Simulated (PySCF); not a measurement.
Cl₄Se. Atoms are numbered in the order given.

```xyz
5

Se     0.0000     0.0000     0.4307
Cl     1.6880     0.0000    -0.9260
Cl     0.0000     2.3264     0.4954
Cl    -1.6880     0.0000    -0.9260
Cl     0.0000    -2.3264     0.4954
```
Charge 0, spin multiplicity 1.

Coordinates come from a PBE0-D3(BJ)/def2-SVP optimisation. The isomer is the one that the SMILES or the coordinates give; other isomers of the formula were not compared.

The numbers are results of PBE/def2-TZVP in PySCF, not measurements.

Symmetry labels are those of the subgroup C2v that the program uses (full group C2v).

Computed valence orbital energies around the gap with their symmetry:
```
orbital  symmetry  energy (eV)
-------  --------  -----------
HOMO−7         A1        -9.38
HOMO−6         B2        -8.95
HOMO−5         B1        -8.92
HOMO−4         A1        -8.02
HOMO−3         B1        -7.75
HOMO−2         B2        -7.58
HOMO−1         A2        -7.48
HOMO           A1        -7.26
LUMO           A1        -4.71
LUMO+1         B1        -4.40
LUMO+2         B2        -3.05
LUMO+3         A1         2.92
```
